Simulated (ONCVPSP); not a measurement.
**Configuration tests for oxygen (O) (ONCV)**

| Property | Result |
| --- | --- |
| Element | oxygen (O) |
| Generator | ONCVPSP 4.0.1 |
| Type | optimised norm-conserving Vanderbilt (ONCV) |
| Functional | PBE |
| Relativity | scalar-relativistic |
| Frozen core | [He] |
| Valence charge | 6 |
| Reference configuration | 2s2 2p2 (charge +2) |
| Partial waves | 2s: rc 0.65 bohr, ncon 4, nbas 9, qcut 9.9 1/bohr, 3 projectors, debl 3.6 Ha; 2p: rc 1.90 bohr, ncon 3, nbas 6, qcut 9 1/bohr, 1 projector; d scattering state at 0.13 Ha: rc 1.90 bohr, ncon 3, nbas 6, qcut 5 1/bohr, 2 projectors, debl 2.9 Ha |
| Local potential | polynomial inside 0.60 bohr (lpopt 5, dvloc0 0 Ha) |
| Core correction | Teter function, fcfact 4, rcfact 1.25 |

Energies are relative to the spin-unpolarised reference configuration 2s2 2p2; without spin polarisation the order of configurations can differ from experiment.

(1) Give the all-electron excitation energy and the error of the potential for: 2s2 2p4; 2s2 2p3; 2s2 2p1; 2s2 2p0.

Levels in the configuration 2s2 2p0:

| level | all-electron (eV) | pseudo (eV) |
| --- | --- | --- |
| 2s | -102.724 | -101.203 |

Note: ghosts flagged at negative energy: s at -500.1 eV, d at -300.8 eV (a further GHOST(-) flag falls on a real empty level of the atom); GHOST(+) flags only above 600 eV. A true bound ghost makes a file unfit for plane-wave use.

## Answers

(1)

```tsv
valence configuration	charge	ΔE all-electron (eV)	error AE − PS (meV)
2s2 2p4	0	-50.017	+441
2s2 2p3	+1	-33.586	+196
2s2 2p1	+3	53.869	+449
2s2 2p0	+4	130.773	+2482
```
